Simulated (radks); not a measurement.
Results of a calculation; reference values are marked as such.
Task: All-electron atom: the platinum ion Pt19+ in [Kr] 4d10 4f12 5s1. Code: a radial shooting solver on a logarithmic mesh with Libxc functionals. Model: scalar-relativistic Kohn-Sham, BLYP, spin-polarised, spherical densities, finite nucleus; open shells are filled with parallel spins first (spin-orbit coupling, left out, can overturn this in heavy ions); Fermi nuclear charge, rms radius 5.427 fm. Some entries of the table are withheld. Estimate them.

orbital,occ.,eigenvalue (hartree),<1/r> (bohr^-1),<r^2> (bohr^2)
1s up,1,-2898.755,93.91,0.0004062
1s down,1,-2898.745,93.91,0.0004062
2s up,1,-523.4788,22.02,0.006201
2s down,1,-523.4709,22.02,0.006201
2p up,3,-456.1520,19.67,0.005199
2p down,3,-456.1447,19.67,0.005199
3s up,1,-135.9616,8.166,0.04000
3s down,1,-135.8948,8.169,0.03997
3p up,3,-116.3389,7.471,0.04098
3p down,3,-116.2712,7.474,0.04096
3d up,5,-95.03758,7.038,0.03393
3d down,5,-94.98451,7.041,0.03390
4s up,1,-42.11448,3.529,0.1906
4s down,1,-41.99948,3.528,0.1907
4p up,3,-35.59566,3.205,0.2153
4p down,3,-35.48281,3.204,0.2153
4d up,5,-27.68091,2.897,0.2389
4d down,5,-27.56644,2.897,0.2387
4f up,7,-18.85527,2.551,0.2594
4f down,5,-18.73174,2.551,0.2593
5s up,1,-18.21813,1.658,0.7714
5s down,0,-18.08578,1.654,0.7753
5p up,0,-16.00600,1.513,(1)
5p down,0,-15.88422,1.506,(2)
6s down,0,-10.38550,(3),2.247
6s up,0,-10.38493,(4),2.234

Result: 
(1) 5p up <r^2> (bohr^2): 0.9000
(2) 5p down <r^2> (bohr^2): 0.9079
(3) 6s down <1/r> (bohr^-1): 0.9707
(4) 6s up <1/r> (bohr^-1): 0.9749
